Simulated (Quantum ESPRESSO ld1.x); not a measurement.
The numbers below are computed, except where a source is named.
Q: The selenium ion Se22+, 12 electrons, occupied as [Ne] 3s2 (the NIST ground configuration). Level of theory: scalar-relativistic Kohn-Sham, LDA (Slater exchange, Perdew-Zunger correlation), spin-polarised, spherical densities, point nucleus (ld1.x of Quantum ESPRESSO 7.5). Some entries of the table are withheld. Estimate them.

| orbital | occ. | eigenvalue (eV) | <r^2> (bohr^2) | <r> (bohr) |
|---|---|---|---|---|
| 1s | 2 | (1) | 0.002620 | 0.04412 |
| 2s | 2 | (2) | (3) | 0.1932 |
| 2p | 6 | -2357.96 | (4) | 0.1681 |
| 3s | 2 | -968.338 | 0.2611 | 0.4794 |
| 3p | 0 | (5) | (6) | 0.4666 |
| 4s | 0 | -503.619 | 0.9122 | 0.9006 |

A: 
(1) 1s eigenvalue (eV): -13466.0
(2) 2s eigenvalue (eV): -2540.14
(3) 2s <r^2> (bohr^2): 0.04385
(4) 2p <r^2> (bohr^2): 0.03440
(5) 3p eigenvalue (eV): -911.039
(6) 3p <r^2> (bohr^2): 0.2506
